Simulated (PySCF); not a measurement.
W(NH)(S)(SH)2 (H₃NS₃W), SMILES [NH]=[W](=[S])([SH])[SH], multiplicity 1.

Geometry optimised at B3LYP-D3(BJ)/def2-SVP. The spin state was assumed, not searched. The structure was generated by enumeration; whether it is a known compound was not checked. The def2 effective core potentials stand for the cores of W; spin–orbit coupling is left out. One conformer was computed; it need not be the lowest.

Two levels are set side by side: PBE/def2-TZVP (PySCF) and B3LYP/def2-TZVP (PySCF). Same geometry, gas phase. Differences are taken from unrounded values.

| quantity | B3LYP | PBE | PBE minus B3LYP |
|---|---|---|---|
| orbital gap (eV) | 4.36 | 3.01 | -1.35 |
| highest occupied level (eV) | -7.18 | -6.34 | 0.85 |
| lowest empty level (eV) | -2.82 | -3.33 | -0.51 |
| dipole moment (D) | 1.56 | 1.59 | 0.03 |
| mean polarisability (bohr³) | 111.4 | 112.9 | 1.5 |

Without exact exchange PBE keeps part of each electron's self-repulsion, which lifts occupied levels and narrows the gap. Differences between two approximate levels are no errors against the true value.

Rough cost on one machine, each run with all the roots and properties that it gave: B3LYP against PBE within a factor of 2.
